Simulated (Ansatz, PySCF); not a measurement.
Gas-phase reaction in SMILES: CC(=O)C(C)=O → 2 C[C]=O (the C-C bond at the site shown breaks; other sites are not compared here)
Geometries: B3LYP-D3(BJ)/def2-TZVP minima from Ansatz (a program for electronic structure), one conformer each, not searched for the lowest. Frequencies are from Ansatz or PySCF.

Quantity: bond dissociation energy (enthalpy at 298 K, with B3LYP-D3(BJ) rigid-rotor harmonic-oscillator terms), in kcal/mol. Correlated levels leave the core frozen unless marked. UHF or UKS for open shells. Spin-orbit coupling is left out. Non-relativistic. CBS marks a two-point X^-3 extrapolation of the correlation energy; Hartree-Fock from the larger set. The bracket is a focal-point correction in the basis named.

```json
[
 {"level": "HF-D3(BJ)/def2-TZVPD", "program": "PySCF + dftd3", "bond dissociation energy (kcal/mol)": "61.5"},
 {"level": "HF-D4/def2-TZVPD", "program": "PySCF + dftd4", "bond dissociation energy (kcal/mol)": "58.2"},
 {"level": "RI-HF/aug-cc-pVQZ", "program": "Ansatz", "bond dissociation energy (kcal/mol)": "50.4"},
 {"level": "BLYP-D3(BJ)/def2-TZVPD", "program": "Ansatz + dftd3", "bond dissociation energy (kcal/mol)": "64.4"},
 {"level": "revPBE/def2-TZVPD", "program": "Ansatz", "bond dissociation energy (kcal/mol)": "61.1"},
 {"level": "r2SCAN/def2-TZVPD", "program": "Ansatz", "bond dissociation energy (kcal/mol)": "67.6"},
 {"level": "PBE0-D3(BJ)/def2-TZVPD", "program": "Ansatz + dftd3", "bond dissociation energy (kcal/mol)": "71.3"}
]
```

**Question.** What does RI-MP2/CBS(cc-pVTZ,cc-pVQZ)+[CCSD(T)-MP2]/cc-pVTZ (Ansatz) give?

**Answer.** 74.4 kcal/mol, so PBE0-D3(BJ)/def2-TZVPD differs from it by -3.1 kcal/mol.
